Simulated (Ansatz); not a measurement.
Cost and result for the atomization energy of BrH₂NSn, SMILES `[NH2][Sn][Br]` (5 atoms, 4 bonds).

Total charge 0; spin multiplicity 1. Correlated methods include outer-core shells of Br, Sn, which these sets cover unevenly. Scalar relativity is left out up to krypton. Sn: def2 effective core potential. Geometry: relaxed with PBE0-D4/def2-TZVP. It is one conformer, not always the lowest. Program: Ansatz. Hardware: A = 2 threads of a server CPU on a shared host; B = 2 threads of an AMD EPYC 7R13 on a shared host and a share of an NVIDIA H100 80 GB. Times are those of one run each, without the atoms' runs, and a repeat can differ threefold. Electronic energies, without spin–orbit coupling; frozen cores. CCSD(T)/CBS adds CCSD(T) − MP2 in def2-TZVPP to the MP2 limit, and its time is that of the two runs behind it. T1 = 0.014. With those shells the extrapolation isn't a true limit. B3LYP takes the VWN-RPA correlation (the form of Gaussian; ORCA's B3LYP/G). HSE06 is the plane-wave form, built on full-range PBE exchange.

CCSD(T)/CBS is a level of theory with its own doubt, some kJ/mol a heavy atom from the limit and from the frozen cores, so smaller differences don't rank the functionals.

| level | functions | wall time | atomization (kcal/mol) | difference from CCSD(T)/CBS | per bond |
| --- | --- | --- | --- | --- | --- |
| BLYP-D4/def2-TZVPP [A] | 157 | 2.4 s | 354.0 | 1.5 | 0.4 |
| HSE06-D4/def2-TZVPP [A] | 157 | 3.8 s | 346.0 | -6.5 | -1.6 |
| PBE0-D4/def2-TZVPP [A] | 157 | 3.8 s | 345.8 | -6.7 | -1.7 |
| CAM-B3LYP-D4/def2-TZVPP [A] | 157 | 4.4 s | 347.9 | -4.6 | -1.1 |
| r2SCAN-D4/def2-TZVPP (with forces) [A] | 157 | 4.9 s | 347.0 | -5.5 | -1.4 |
| B3LYP-D4/def2-TZVPP (with forces) [A] | 157 | 5.5 s | 349.6 | -2.9 | -0.7 |
| CCSD(T)/def2-TZVPP [B] | 157 | 5.5 s | 334.2 | -18.3 | -4.6 |
| CCSD(T)/def2-SVP [A] | 82 | 8 s | 309.4 | -43.1 | -10.8 |
| PBE-QIDH/def2-TZVPP [A] | 157 | 8.5 s | 339.8 | -12.7 | -3.2 |
| ωB97X-V/def2-TZVPP [A] | 157 | 8.5 s | 349.7 | -2.8 | -0.7 |
| B97M-V/def2-TZVPP [A] | 157 | 9 s | 349.9 | -2.6 | -0.7 |
| CCSD(T)/def2-QZVPP [B] | 288 | 11 s | 344.7 | -7.8 | -1.9 |
| CCSD(T)/CBS(def2) | – | 17 s | 352.5 | 0.0 | 0.0 |

The D4 term adds +4.7 kcal/mol with B3LYP and +2.4 kcal/mol with PBE0; it sums over pairs of atoms, weighted by their polarisabilities, and B3LYP, whose exchange is more repulsive, gets the larger term. In def2-TZVPP, CCSD(T) changes the Hartree–Fock value by +115.1 kcal/mol (the triples alone add +8.4 kcal/mol) and MP2 by +121.0 kcal/mol; breaking electron pairs costs correlation energy, which Hartree–Fock lacks. From r2SCAN to r2SCAN0 (25 % exact exchange), in def2-TZVPP and without D4, the atomization energy moves by −10.5 kcal/mol: exact exchange takes away binding that semilocal exchange gives to molecules.

Spin–orbit coupling would lower the free Sn atoms strongly, and the atomization energy with them, by more than many differences here. For some Ge, Se and Sn compounds the MP2-based and the directly extrapolated limit differ by 10 to 25 kJ/mol.
